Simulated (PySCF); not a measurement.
Molecule: SMILES N[SiH](P)P, H₇NP₂Si.

Molfile (atoms numbered from 1):
```
H7NP2Si
     RDKit          3D

 11 10  0  0  0  0  0  0  0  0999 V2000
   -0.5079   -1.2899    1.0301 N   0  0  0  0  0  0  0  0  0  0  0  0
   -0.2361   -0.3381   -0.3905 Si  0  0  0  0  0  4  0  0  0  0  0  0
    2.0085   -0.0970   -0.5335 P   0  0  0  0  0  0  0  0  0  0  0  0
   -1.3082    1.6494   -0.2497 P   0  0  0  0  0  0  0  0  0  0  0  0
   -1.4518   -1.4167    1.3790 H   0  0  0  0  0  0  0  0  0  0  0  0
    0.0500   -2.1248    1.1797 H   0  0  0  0  0  0  0  0  0  0  0  0
   -0.6702   -0.9370   -1.6990 H   0  0  0  0  0  0  0  0  0  0  0  0
    1.9334    0.7298   -1.6959 H   0  0  0  0  0  0  0  0  0  0  0  0
    2.0576    1.0040    0.3759 H   0  0  0  0  0  0  0  0  0  0  0  0
   -2.5942    1.0569   -0.0353 H   0  0  0  0  0  0  0  0  0  0  0  0
   -1.0335    1.7777    1.1473 H   0  0  0  0  0  0  0  0  0  0  0  0
  1  2  1  0
  2  3  1  0
  2  4  1  0
  1  5  1  0
  1  6  1  0
  2  7  1  0
  3  8  1  0
  3  9  1  0
  4 10  1  0
  4 11  1  0
M  END
```

Geometry PBE0-D3(BJ)/def2-SVP throughout; GIAO in PySCF, gas phase, one conformer, non-relativistic; equivalent atoms averaged; functional PBE0.

(1) How do the shifts δ (against NH3, TMS, H3PO4 at the same level) depend on the basis set? (ppm; last column core-seconds on shared hosts with different chips, so compare them loosely)

(2) Which nucleus moves most, in ppm?

(3) Taking the largest basis, pcSseg-2 (263 functions), as the yardstick, rank the others by their worst heavy-atom deviation.

## Answers

(1) 
| basis set | functions | N1 | Si2 | P3/P4 | H7 | H8/H9/H10/H11 | H5/H6 | core-s |
| --- | --- | --- | --- | --- | --- | --- | --- | --- |
| STO-3G | 39 | -36.4 | 10.7 | -175.3 | 2.28 | 0.22 | -1.80 | 2.4 |
| 6-31G | 62 | 4.2 | 21.2 | -254.5 | 5.49 | 1.78 | -0.52 | 4.5 |
| pcSseg-1 | 124 | 24.4 | -7.1 | -260.7 | 5.54 | 1.79 | 0.29 | 8.8 |
| pcSseg-2 | 263 | 26.1 | -8.6 | -265.1 | 5.73 | 1.86 | 0.51 | 25 |

(2) P3/P4 (phosphorus bonded to Si, 2 H): from -265.1 ppm with pcSseg-2 to -175.3 ppm with STO-3G. The smallest spread is 1.64 ppm, at H8/H9/H10/H11.

(3) pcSseg-1 4.4 ppm (124 functions), 6-31G 29.8 ppm (62 functions), STO-3G 89.7 ppm (39 functions).

A small basis that lands close on one nucleus may do so by chance; judge by the trend and by all nuclei.
